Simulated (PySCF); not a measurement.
BiCl3, SMILES [Cl][Bi]([Cl])[Cl] (connectivity only; charge and spin as stated), charge -1, multiplicity 2. Atoms are numbered in the order given.

```xyz
4

Bi     0.0000     0.0000     0.0000
Cl     2.6594     0.0000     0.0000
Cl    -1.3297     2.3031     0.0000
Cl    -1.3297    -2.3031     0.0000
```
Charge -1, spin multiplicity 2.

The structure is a stationary point at PBE0-D3(BJ)/def2-SVPD. The spin state was assumed, not searched. The isomer is the one that the SMILES or the coordinates give; other isomers of the formula were not compared. The def2 effective core potentials stand for the cores of Bi; spin–orbit coupling is left out.

Computed with PBE/def2-TZVPD run with PySCF.

The molecule is in vacuum.

| Quantity | Value |
|---|---|
| total energy | -1594.97174 hartree |
| point group | D3h |
| α spin, highest occupied and lowest empty level | -0.91 and 1.55 eV |
| β spin, highest occupied and lowest empty level | -2.58 and 0.09 eV |
| dipole moment about the centre of nuclear charge | 0.00 D |
| mean static polarisability | 125.5 bohr³ (18.60 Å³) |
| polarisability, principal values | 87.8, 144.4, 144.4 bohr³ |
| ⟨S²⟩ | 0.752 (pure state 0.75) |
